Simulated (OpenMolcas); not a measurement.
## Ta2+: moving or changing the point charges

Ta2+ among 6 point charges of -1 e arranged as an octahedron (Oh), 2.22 Å from the ion.

```yaml
Program: OpenMolcas
Method: CASSCF
Basis: ANO-RCC-VDZP [7s6p4d2f1g]
Scalar_Hamiltonian: DKH2, point nucleus
Active_space: 3 electrons in 5 orbitals (5d)
State_averaging: 2S+1 = 4 even, 10 roots; 2S+1 = 2 even, 40 roots
Spin-orbit_coupling: state interaction with AMFI integrals over the reference wave functions
```

Runs around this geometry, states (labels of O, the rotations of Oh). Energies in cm-1 above the lowest state or level, χT in cm3 K/mol; 10Dq and B are least-squares fits to the states below 45000 cm-1, weighted by degeneracy, with a free offset, and given where the rms deviation is under 5 % of |10Dq| (or 100 cm-1) and under 700 cm-1.

```csv
R (Å),q (e),Ground state,First state of that spin,10Dq,B (rms of fit),First gap with spin-orbit (degeneracies),χT at 300 K,First state of another spin
2.22,-0.5,4A2,4T2 5002,5165,632 (75),"4625 (4, 4)",0.443,2E 11517
2.1,-1,4A2,4T2 12437,12859,616 (160),"9702 (4, 4)",1.102,2E 11556
2.22,-1,4A2,4T2 10062,10338,633 (110),"8468 (4, 4)",0.944,2E 11589
2.41,-1,4A2,4T2 7285,7558,629 (85),"6448 (4, 4)",0.695,2E 11588
```

Taking |10Dq| as R^-n, n = -ln(7558 / 12859) / ln(2.41 / 2.1) = 3.9 between the shortest and longest distance. The point-charge formula for a cubic d site gives n = 5.

Scaling the charges by -0.5 / -1 = 0.50 scales |10Dq| by 5165 / 10338 = 0.50; with fixed orbitals a first-order splitting would follow the charge.

Without dynamic correlation the repulsion within the d shell is too large (B by tens of per cent), so at a given field states of lower spin stand too high. This is an electrostatic model: the charges have no orbitals. No measured value stands beside these numbers.
